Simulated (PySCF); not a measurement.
# How methods differ on the excitation energy of C²⁺

C²⁺ [He] 2s2 (1S) → C²⁺ [He] 2p2 (3P), as a difference of total energies. All numbers are calculated (PySCF 2.14, the non-relativistic Hamiltonian (point nucleus), in dyall-av2z (11s7p2d, 42 functions)). Correlated levels: valence: 1s2 frozen; virtual orbitals above 40 to 60 times the deepest correlated orbital energy dropped. The calculations carry no spin-orbit coupling.

```json
{"method": "UHF", "excitation energy (eV)": "15.386"}
{"method": "LDA", "excitation energy (eV)": "13.949"}
{"method": "PBE", "excitation energy (eV)": "14.059"}
{"method": "PBE0", "excitation energy (eV)": "14.568"}
{"method": "r2SCAN", "excitation energy (eV)": "14.137"}
{"method": "B97-3", "excitation energy (eV)": "14.836"}
{"method": "M06", "excitation energy (eV)": "14.409"}
{"method": "B3LYP", "excitation energy (eV)": "14.550"}
{"method": "PBEsol", "excitation energy (eV)": "13.988"}
{"method": "MP2 (valence)", "excitation energy (eV)": "16.409"}
{"method": "SCS-MP2 (valence)", "excitation energy (eV)": "16.739"}
```

**Question.** How much does correlation contribute at MP2 (valence)?

**Answer.** 16.409 − (15.386) = 1.023 eV, measured against UHF.

A first-order spin-orbit estimate (lowest level to lowest level, LS coupling) adds -0.007 eV.
